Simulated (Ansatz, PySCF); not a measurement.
ammonium (H4N), SMILES [NH4+], charge +1. Atoms are numbered in the order given.

```xyz
5

N      0.0000     0.0000     0.0000
H      0.5912    -0.5912     0.5912
H     -0.5912    -0.5912    -0.5912
H     -0.5912     0.5912     0.5912
H      0.5912     0.5912    -0.5912
```
Charge +1, spin multiplicity 1.

Geometry: r2SCAN-D4/def2-TZVPD.

Two levels are set side by side: PBE-D3(BJ)/def2-TZVPD (Ansatz, a first-principles code) and r2SCAN-D4/def2-TZVPD (Ansatz). Each level has its own optimised geometry; the coordinates shown are those of the second. Frequencies come from the Hessian of PySCF at each geometry. Differences are taken from unrounded values.

| quantity | r2SCAN-D4 | PBE-D3(BJ) | PBE-D3(BJ) minus r2SCAN-D4 |
|---|---|---|---|
| mean bond length (Å) | 1.024 | 1.032 | 0.008 |
| bond N1–H2 (Å) | 1.024 | 1.032 | 0.008 |
| bond N1–H3 (Å) | 1.024 | 1.032 | 0.008 |
| bond N1–H4 (Å) | 1.024 | 1.032 | 0.008 |
| bond N1–H5 (Å) | 1.024 | 1.032 | 0.008 |
| highest harmonic wavenumber (cm⁻¹) | 3484 | 3400 | -84 |
| mean harmonic wavenumber (cm⁻¹) | 2411 | 2350 | -61 |
| zero-point energy (kcal/mol) | 31.02 | 30.23 | -0.79 |
